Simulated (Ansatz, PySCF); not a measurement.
Gas-phase reaction (SMILES): N[Si](N)(Cl)Cl → [NH2] (NH2) + N[Si](Cl)Cl; the N-Si bond at the site shown breaks (other sites are not compared here).

Each molecule is optimised on its own at B3LYP-D3(BJ)/def2-TZVP (Ansatz, a program for electronic structure), one conformer each, not searched for the lowest. Valence correlation only, unless marked. UHF or UKS for open shells. Spin-orbit coupling is left out. Non-relativistic. Basis-set limits of correlation are two-point, X^-3; Hartree-Fock from the larger set. [CCSD(T)-MP2]/basis is that difference in the basis named. Thermal terms are rigid-rotor harmonic-oscillator values from B3LYP-D3(BJ) frequencies (Ansatz or PySCF) at 298.15 K and 1 atm. 1 Eh = 627.5095 kcal/mol. Electronic entropy comes from spin alone.

```json
[
 {"species": "N[Si](N)(Cl)Cl", "E, RI-MP2/CBS(cc-pV(T+d)Z,cc-pV(Q+d)Z)+[CCSD(T)-MP2]/cc-pV(T+d)Z (Ansatz) (Eh)": "-1320.62691", "E, B3LYP-D3(BJ)/def2-TZVPD (Ansatz + dftd3) (Eh)": "-1322.14726", "H - E (Eh)": "0.06501", "G - E (Eh)": "0.02550"},
 {"species": "[NH2] (NH2)", "E, RI-MP2/CBS(cc-pV(T+d)Z,cc-pV(Q+d)Z)+[CCSD(T)-MP2]/cc-pV(T+d)Z (Ansatz) (Eh)": "-55.82213", "E, B3LYP-D3(BJ)/def2-TZVPD (Ansatz + dftd3) (Eh)": "-55.90706", "H - E (Eh)": "0.02268", "G - E (Eh)": "0.00058"},
 {"species": "N[Si](Cl)Cl", "E, RI-MP2/CBS(cc-pV(T+d)Z,cc-pV(Q+d)Z)+[CCSD(T)-MP2]/cc-pV(T+d)Z (Ansatz) (Eh)": "-1264.61677", "E, B3LYP-D3(BJ)/def2-TZVPD (Ansatz + dftd3) (Eh)": "-1266.06599", "H - E (Eh)": "0.03580", "G - E (Eh)": "-0.00212"}
]
```

Work out ΔE and ΔH, ΔG, ΔS and the equilibrium constant at 298.15 K at the first level, then ΔH at the second.


1. ΔE = [(-55.82213) + (-1264.61677)] - [(-1320.62691)] = 0.18801 Eh = 118.0 kcal/mol at RI-MP2/CBS(cc-pV(T+d)Z,cc-pV(Q+d)Z)+[CCSD(T)-MP2]/cc-pV(T+d)Z.
2. The terms H - E add up to -0.00653 Eh, so ΔH = (0.18801 + (-0.00653))×627.5095 = 113.9 kcal/mol.
3. The terms G - E add up to -0.02704 Eh, so ΔG = 101.0 kcal/mol, and ΔS = (-0.00653 - (-0.02704))×627509.5/298.15 = 43.2 cal/(mol K).
4. log10 K = -ΔG/(RT ln 10) = -74.0, with RT ln 10 = 1.3642 kcal/mol.
5. With ΔH and ΔS taken as constant, ΔG changes sign near ΔH/ΔS = 2640 K, a rough figure that leaves out heat capacities.
6. At B3LYP-D3(BJ)/def2-TZVPD the same steps give ΔE = 109.3 and ΔH = 105.2 kcal/mol, a shift of -8.7 from the first level.
7. These values are not checked against measurement here, since the tables used lack a sound gas-phase enthalpy of formation for at least one species.
